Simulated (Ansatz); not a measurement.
C3H7ClSi can be A, `C=C(Cl)[SiH2]C`, or B, `[SiH3]C/C=C/Cl`.

Computed with Ansatz on PBE0-D4/def2-TZVP structures; ΔE is electronic, products minus reactants. CCSD(T)/CBS is the MP2 limit (def2-TZVPP, def2-QZVPP) plus CCSD(T) − MP2 in def2-TZVPP, frozen cores. Functionals use def2-TZVPP. B3LYP here is the variant with VWN-RPA as its local correlation; programs differ in this. Each species was taken in one conformer, which may not be the lowest.

(1) Which is lower in electronic energy at CCSD(T)/CBS, and by how much? (Best estimate.)

(2) Give E(B) − E(A) in kJ/mol with B3LYP-D4, PBE0-D4, r2SCAN-D4, MP2/def2-TZVPP, B3LYP, ωB97M-V, HF/def2-TZVPP. (Best estimate.)

Largest T1 diagnostic: 0.011.

Results:

(1) The calculation gave: A, by 45.9 kJ/mol.

(2) Computed: B3LYP-D4 44.5, PBE0-D4 41.4, r2SCAN-D4 45.4, MP2/def2-TZVPP 44.7, B3LYP 41.1, ωB97M-V 45.7, HF/def2-TZVPP 39.9. None reverses the order clearly.

The D4 term adds +3.4 kJ/mol with B3LYP and +1.7 kJ/mol with PBE0; it sums over pairs of atoms, weighted by their polarisabilities, and B3LYP, whose exchange is more repulsive, gets the larger term. In def2-TZVPP, CCSD(T) changes the Hartree–Fock value by +3.3 kJ/mol (the triples alone add +0.9 kJ/mol) and MP2 by +4.9 kJ/mol.
